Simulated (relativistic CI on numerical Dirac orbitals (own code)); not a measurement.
Computed by Dirac-Coulomb-Breit CI, separate exchange-only KLI orbitals for each configuration, a model potential for QED, unscaled Slater integrals (own radial code, finite nucleus).

The strongest absorption lines from the ground level of an ion, among the configurations computed and to levels below about 60.9 eV (vacuum wavelength in Å, gf): 205.61 (1.2), 214.62 (0.33), 218.07 (0.43), 298.41 (0.42), 303.89 (0.9), 308.90 (1), 311.57 (1.7), 314.11 (1).

**Question.** Which ion is it?
A. At⁸⁺
B. Au²⁺
C. Bi⁶⁺
D. Bi⁴⁺

**Answer.** C. Bi⁶⁺ has 77 electrons and the ground level 5p⁶5d⁹ ²D5/2; the strongest line goes to 5p⁶5d⁸6p ²F°7/2. The pattern of lines fixes the number of electrons, and along that sequence the line energies rise steadily with the charge (about as its square where n changes within one kind of shell, about linearly where n is kept but much faster in heavy ions where fine structure, which grows about as Z⁴, sets the gap, and irregularly where shells cross), which fixes Z. Configurations outside the model, such as inner-shell arrays, can give stronger lines. At this charge configurations can still be misplaced by up to about 7 % of their energy. Levels and lines within the n = 5 or 6 shells can be off by up to 10 % or somewhat more, and those that change n by about 2 %, since core polarisation is missing.

LS names give the leading component of a level, which can be under half, so a name can repeat, a term be missing and a line seem to break the LS rules.
